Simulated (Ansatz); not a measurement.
`CC[Si]F`. The species carries charge 0 and has multiplicity 1.

```json
{"atom": "C1", "x (Å)": "0.7959", "y (Å)": "-0.2582", "z (Å)": "0.4528"}
{"atom": "C2", "x (Å)": "-0.6594", "y (Å)": "0.1619", "z (Å)": "0.2898"}
{"atom": "Si3", "x (Å)": "-1.4345", "y (Å)": "0.1914", "z (Å)": "-1.4352"}
{"atom": "F4", "x (Å)": "-0.0955", "y (Å)": "0.2362", "z (Å)": "-2.3470"}
{"atom": "H5", "x (Å)": "1.4513", "y (Å)": "0.3312", "z (Å)": "-0.1907"}
{"atom": "H6", "x (Å)": "1.1407", "y (Å)": "-0.1400", "z (Å)": "1.4831"}
{"atom": "H7", "x (Å)": "0.9376", "y (Å)": "-1.3062", "z (Å)": "0.1785"}
{"atom": "H8", "x (Å)": "-0.8060", "y (Å)": "1.2036", "z (Å)": "0.6316"}
{"atom": "H9", "x (Å)": "-1.3301", "y (Å)": "-0.4199", "z (Å)": "0.9370"}
```

(1) Give the diagnostics of a CCSD(T)/def2-TZVPP run (frozen core, the Gaussian-basis code of Ansatz). (Best estimate.)

## Answers

(1) Ansatz gave: T1 = 0.0128, largest single amplitude 0.030, largest double 0.084, (T) share of the correlation energy 3.5 %, 10 CCSD cycles. The RHF solution is unstable towards an unrestricted one. T1 lies under the customary mark of 0.02 for closed shells.
